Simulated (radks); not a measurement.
Species: Cs+. Configuration: [Xe].

Calculated with a radial shooting solver on a logarithmic mesh with Libxc functionals: non-relativistic Kohn-Sham, LDA (Slater exchange, Perdew-Wang correlation), spin-polarised, spherical densities, point nucleus; relativity is left out, which matters for an element this heavy.

Energy parts (hartree):
part                       energy
total                  -7550.3945
kinetic                 7546.6012
electron-nucleus      -17894.4263
Hartree                 2977.9355
exchange-correlation    -180.5049

Orbitals (lengths in bohr, moments of r in powers of bohr):
orbital	occ.	eigenvalue (hartree)	<1/r>
1s	2	-1256.928	54.42
2s	2	-192.1712	12.52
2p	6	-181.1847	12.54
3s	2	-40.04083	4.596
3p	6	-35.35567	4.528
3d	10	-26.60766	4.405
4s	2	-7.64491	1.912
4p	6	-5.95824	1.815
4d	10	-3.03723	1.591
5s	2	-1.10348	0.7237
5p	6	-0.69078	0.6216

The highest occupied level is 5p at -18.797 eV. The electron density at the nucleus is 1.174e+05 e/bohr^3.
